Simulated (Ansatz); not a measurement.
Program: Ansatz. Geometries: PBE0-D4/def2-TZVP. ΔE: electronic, gas phase. CCSD(T)/CBS adds triple-zeta CCSD(T) − MP2 to the extrapolated MP2 energy (def2 sets, frozen cores). Functionals use def2-TZVPP. B3LYP here is the variant with VWN-RPA as its local correlation; programs differ in this. Elements past krypton have def2 core potentials. For Sn outer-core shells are correlated without core-valence functions, which leaves a few kJ/mol of doubt a bond. Each species was taken in one conformer, which may not be the lowest.

Reaction (ligand exchange at the Si–C bond): `FC([SiH3])S` + `[NH2][SnH]([OH])[F]` → `[NH2][SnH]([F])[O][SiH3]` + `FCS`

`FC([SiH3])S`:

```xyz
9

F     0.129    1.792    0.726
C    -0.550    0.689    0.220
Si    0.512   -0.873    0.422
S    -1.062    0.933   -1.478
H    -1.489    0.600    0.777
H    -0.331   -2.055    0.119
H     1.032   -0.959    1.810
H     1.639   -0.784   -0.541
H     0.120    0.657   -2.055
```

`[NH2][SnH]([OH])[F]`:

Z-matrix (Å, degrees):
```
Sn
O 1 1.945
F 1 1.930 2 102.4
N 1 1.992 2 105.0 3 -117.7
H 1 1.694 2 115.6 3 115.1
H 2 0.961 1 112.0 3 -17.7
H 4 1.011 1 115.5 2 175.1
H 4 1.011 1 113.7 2 48.0
```

`[NH2][SnH]([F])[O][SiH3]`:

```xyz
11

N     0.882   -0.199   -1.938
Sn    0.439   -1.303   -0.334
F     1.890   -1.257    0.928
O    -0.991   -0.384    0.591
Si   -1.193    1.104    1.239
H     1.673   -0.537   -2.472
H     1.046    0.774   -1.713
H     0.035   -2.919   -0.602
H    -2.575    1.570    0.956
H    -0.229    2.072    0.638
H    -0.977    1.078    2.708
```

`FCS`:

Cartesian coordinates in Å:
```
F 1.009 -1.008 0.550
C -0.119 -0.459 -0.012
S 0.192 1.106 -0.821
H -0.868 -0.347 0.772
H -0.485 -1.136 -0.786
H 0.272 1.845 0.297
```

```json
{"level": "PBE-D4", "ΔE (kJ/mol)": "-98.5", "difference from CCSD(T)/CBS": "20.4"}
{"level": "r2SCAN-D4", "ΔE (kJ/mol)": "-113.3", "difference from CCSD(T)/CBS": "5.6"}
{"level": "PBE0-D4", "ΔE (kJ/mol)": "-108.4", "difference from CCSD(T)/CBS": "10.5"}
{"level": "ωB97X-V", "ΔE (kJ/mol)": "-116.5", "difference from CCSD(T)/CBS": "2.4"}
{"level": "B2PLYP", "ΔE (kJ/mol)": "-121.0", "difference from CCSD(T)/CBS": "-2.1"}
{"level": "PBE0", "ΔE (kJ/mol)": "-108.6", "difference from CCSD(T)/CBS": "10.3"}
{"level": "B3LYP", "ΔE (kJ/mol)": "-118.3", "difference from CCSD(T)/CBS": "0.6"}
{"level": "HF/def2-TZVPP", "ΔE (kJ/mol)": "-146.6", "difference from CCSD(T)/CBS": "-27.7"}
{"level": "SCS-MP2/def2-TZVPP", "ΔE (kJ/mol)": "-126.2", "difference from CCSD(T)/CBS": "-7.3"}
{"level": "CCSD/def2-TZVPP", "ΔE (kJ/mol)": "-124.2", "difference from CCSD(T)/CBS": "-5.3"}
{"level": "CCSD(T)/def2-TZVPP", "ΔE (kJ/mol)": "-120.2", "difference from CCSD(T)/CBS": "-1.3"}
{"level": "HF/def2-QZVPP", "ΔE (kJ/mol)": "-148.9", "difference from CCSD(T)/CBS": "-30.0"}
{"level": "MP2/def2-QZVPP", "ΔE (kJ/mol)": "-121.6", "difference from CCSD(T)/CBS": "-2.7"}
{"level": "HF/CBS(def2)", "ΔE (kJ/mol)": "-149.2", "difference from CCSD(T)/CBS": "-30.3"}
{"level": "MP2/CBS(def2)", "ΔE (kJ/mol)": "-120.2", "difference from CCSD(T)/CBS": "-1.3"}
{"level": "CCSD/CBS(def2)", "ΔE (kJ/mol)": "-122.9", "difference from CCSD(T)/CBS": "-4.0"}
{"level": "CCSD(T)/CBS", "ΔE (kJ/mol)": "-118.9", "difference from CCSD(T)/CBS": "0"}
```

Largest T1 diagnostic among the species: 0.014.

From PBE to PBE0 (25 % exact exchange), in def2-TZVPP and without D4, ΔE moves by −9.6 kJ/mol. In def2-TZVPP, CCSD(T) changes the Hartree–Fock value by +26.4 kJ/mol (the triples alone add +4.0 kJ/mol) and MP2 by +25.0 kJ/mol.
